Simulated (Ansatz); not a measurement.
CH7ClGeO2Si can be A, `C[O][GeH]([Cl])[O][SiH3]`, or B, `C[O][Ge]([OH])([SiH3])[Cl]`.

Computed with Ansatz on PBE0-D4/def2-TZVP structures; ΔE is electronic, products minus reactants. CCSD(T)/CBS is the MP2 limit (def2-TZVPP, def2-QZVPP) plus CCSD(T) − MP2 in def2-TZVPP, frozen cores. Functionals use def2-TZVPP. B3LYP here is the variant with VWN-RPA as its local correlation; programs differ in this. For Ge outer-core shells are correlated without core-valence functions, which leaves a few kJ/mol of doubt a bond. Scalar relativity is left out up to krypton. One conformer a species, not always the lowest.

Q: Which isomer does CCSD(T)/CBS put lower? Give the gap. (Estimate.)

A: Computed: A, by 80.4 kJ/mol.

Q: Give E(B) − E(A) in kJ/mol with CCSD/def2-TZVPP, ωB97M-V, PBE0-D4, B3LYP, CCSD(T)/def2-TZVPP, B2PLYP, HF/def2-TZVPP. (Estimate.)

A: The calculation gave: CCSD/def2-TZVPP 85.2, ωB97M-V 80.7, PBE0-D4 65.1, B3LYP 75.3, CCSD(T)/def2-TZVPP 81.9, B2PLYP 81.4, HF/def2-TZVPP 106.5. None reverses the order clearly.

Largest T1 diagnostic: 0.012.

In def2-TZVPP, CCSD(T) changes the Hartree–Fock value by −24.6 kJ/mol (the triples alone add −3.3 kJ/mol) and MP2 by −20.4 kJ/mol. From PBE to PBE0 (25 % exact exchange), in def2-TZVPP and without D4, E(B) − E(A) moves by +10.6 kJ/mol.
